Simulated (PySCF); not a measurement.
A calculated (PBE0, PySCF 2.14, x2c-TZVPPall, the spin-free X2C one-electron Hamiltonian (Gaussian nucleus)) atom or ion has these occupied shells.

```tsv
shell	electrons	orbital energy (eV)	rms radius, mean of both spins (bohr)
1s α	1	-30366.0	0.0325
1s β	1	-30366.0	0.0325
2s α	1	-4661.7	0.133
2s β	1	-4661.7	0.133
2p α	3	-4188.3	0.118
2p β	3	-4188.3	0.118
3s α	1	-939.67	0.353
3s β	1	-939.64	0.353
3p α	3	-784.06	0.353
3p β	3	-784.01	0.353
3d α	5	-545.24	0.332
3d β	5	-545.22	0.332
4s α	1	-174.45	0.841
4s β	1	-174.36	0.841
4p α	3	-126.09	0.911
4p β	3	-126.00	0.911
4d α	5	-54.920	1.11
4d β	5	-54.784	1.11
5s α	1	-31.046	2.23
5s β	1	-29.911	2.23
5p α	1	-21.628	2.69
```

**Question.** Name the element and its charge.

**Answer.** Sb²⁺ (antimony, charge +2), in [Kr] 4d10 5s2 5p1, 2P determinant.
